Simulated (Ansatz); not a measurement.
Ansatz (a quantum-chemistry and plane-wave program) input (PBE0/def2-TZVP):

Ansatz 0.2 input:
```yaml
crystal:
  periodic: [false, false, false]
  atoms:
    - {symbol: Zr, position_ang: [-0.62783677, -0.19062980, -0.02226007]}
    - {symbol: H, position_ang: [-0.92480723, -1.23706522, 1.47642882]}
    - {symbol: H, position_ang: [-1.71294062, 1.30554147, -0.02564324]}
    - {symbol: H, position_ang: [-0.91365901, -1.14553148, -1.57868506]}
    - {symbol: S, position_ang: [1.67813928, 0.55244926, -0.00823389]}
    - {symbol: H, position_ang: [1.81464895, -0.13694083, 1.15004470]}
basis:
  gaussian:
    orbitals: def2-TZVP
hamiltonian:
  xc: {name: PBE0}
relax: {f_tol: 0.003, max_steps: 100}
```

End of the output:

```
integrals: 0.03 GiB planned
846 factors; their error is unknown
mean field: 0.30 GiB planned
mean field evaluation 64: about -12176.4990 eV, gradient 1.2e-1 eV
mean field -12176.49900599 eV, -447.4780849427 hartree, gradient 1.1e-5 eV, S^2 0.000000; 1 other end points of the search recorded, 0 dependent functions left out
the calculation of the forces begins
reference -12176.49904966 eV, -447.4780865475 hartree; 16, 16 occupied and 85, 85 virtual orbitals, 846 factors
Total energy: -12176.49904966 eV, -447.4780865475 hartree
Atom 0 at    -0.618903    -0.184888    -0.026724 Å, force     0.000206     0.000016     0.000081 eV/Å
Atom 1 at    -0.872169    -1.223361     1.481891 Å, force     0.000246     0.000411    -0.000522 eV/Å
Atom 2 at    -1.700084     1.310345    -0.018715 Å, force     0.000115    -0.000293     0.000147 eV/Å
Atom 3 at    -0.898639    -1.147361    -1.575960 Å, force     0.000012     0.000021     0.000346 eV/Å
Atom 4 at     1.666636     0.550790    -0.011536 Å, force    -0.000135     0.000671    -0.001128 eV/Å
Atom 5 at     1.736703    -0.157702     1.142695 Å, force    -0.000444    -0.000826     0.001076 eV/Å
Dipole moment:    -0.042018    -0.103329     0.141452 e Å
```
